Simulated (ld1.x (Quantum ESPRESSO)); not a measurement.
**Reading a pseudo-wave (Ga)**

Columns: radius, all-electron u(r) and pseudo u(r) of the 4p shell (level -5.86 eV) of gallium in the configuration [Ar] 3d10 4s2 4p0.5; LDA (PZ), non-relativistic, ultrasoft scheme, ld1.x (Quantum ESPRESSO) 7.5.

| r (bohr) | all-electron | pseudo |
| --- | --- | --- |
| 0.098 | 0.1361 | 0.0029 |
| 0.195 | 0.0660 | 0.0116 |
| 0.292 | -0.0888 | 0.0257 |
| 0.390 | -0.1984 | 0.0451 |
| 0.488 | -0.2346 | 0.0694 |
| 0.585 | -0.2131 | 0.0976 |
| 0.682 | -0.1561 | 0.1294 |
| 0.780 | -0.0798 | 0.1644 |
| 0.878 | 0.0036 | 0.2017 |
| 0.975 | 0.0863 | 0.2402 |
| 1.072 | 0.1649 | 0.2794 |
| 1.170 | 0.2382 | 0.3191 |
| 1.268 | 0.3041 | 0.3583 |
| 1.365 | 0.3618 | 0.3959 |
| 1.463 | 0.4126 | 0.4321 |
| 1.560 | 0.4557 | 0.4656 |
| 1.658 | 0.4926 | 0.4967 |
| 1.755 | 0.5229 | 0.5241 |
| 1.852 | 0.5476 | 0.5478 |
| 1.950 | 0.5674 | 0.5674 |
| 2.047 | 0.5823 | 0.5823 |
| 2.145 | 0.5931 | 0.5931 |
| 2.242 | 0.6001 | 0.6001 |
| 2.340 | 0.6038 | 0.6038 |
| 2.438 | 0.6045 | 0.6045 |
| 2.535 | 0.6026 | 0.6026 |

(1) How many radial nodes do the two functions have?

(2) At about which radius was the pseudo-wave matched?

(3) Where does each function peak?

(4) Is the pseudo-wave norm-conserving?

Answers

(1) The all-electron 4p function has n − l − 1 = 2; the pseudo-wave has 0, since the states of the same l below it are removed with the core.

(2) 1.95 bohr. The columns agree to 0.0005 from 1.85 bohr on; several derivatives are matched, so the curves merge somewhat inside the radius.

(3) Outermost all-electron maximum near 2.44 bohr, pseudo maximum near 2.44 bohr (to the table’s step).

(4) No, it belongs to an ultrasoft set: the norm inside the radius is not constrained, and the difference is carried by the augmentation charge.
